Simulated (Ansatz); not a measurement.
Start from `[SH][Al]([SH])[Cl]` and change one element to get `[SH][Al]([SH])[Br]`.

Ansatz, PBE0-D4/def2-TZVP geometries, multiplicity 1. Each molecule was computed in one conformer, which needn't be the lowest.

Scalar relativity is left out up to krypton.

```json
{"property": "HOMO–LUMO gap (PBE0/def2-TZVPP) / eV", "`[SH][Al]([SH])[Cl]`": "7.06"}
{"property": "size of the dipole moment (ωB97M-V/def2-TZVPP) / D", "`[SH][Al]([SH])[Cl]`": "0.56"}
{"property": "HOMO–LUMO gap (ωB97M-V/def2-TZVPP) / eV", "`[SH][Al]([SH])[Cl]`": "10.93"}
{"property": "LUMO energy (B3LYP/def2-TZVPP) / eV", "`[SH][Al]([SH])[Cl]`": "-1.05"}
{"property": "HOMO energy (B3LYP/def2-TZVPP) / eV", "`[SH][Al]([SH])[Cl]`": "-7.61"}
{"property": "zero-point energy (PBE0-D4/def2-TZVP) / kJ/mol", "`[SH][Al]([SH])[Cl]`": "54.8"}
```

**Question.** What does the change do to each property? (Best estimate.)

**Answer.** Computed: 
```
                                          property  `[SH][Al]([SH])[Br]`  shift
              HOMO–LUMO gap (PBE0/def2-TZVPP) / eV                  7.04  -0.02
size of the dipole moment (ωB97M-V/def2-TZVPP) / D                  1.97   1.41
           HOMO–LUMO gap (ωB97M-V/def2-TZVPP) / eV                 10.89  -0.04
               LUMO energy (B3LYP/def2-TZVPP) / eV                 -1.14  -0.09
               HOMO energy (B3LYP/def2-TZVPP) / eV                 -7.67  -0.06
    zero-point energy (PBE0-D4/def2-TZVP) / kJ/mol                  53.8   -1.0
```

Dipoles are sizes alone; their direction can turn.

B3LYP here is the variant with VWN-RPA as its local correlation; programs differ in this.

Spin–orbit coupling is left out; it splits and shifts lone-pair levels of the heavy atoms by tenths of an eV.
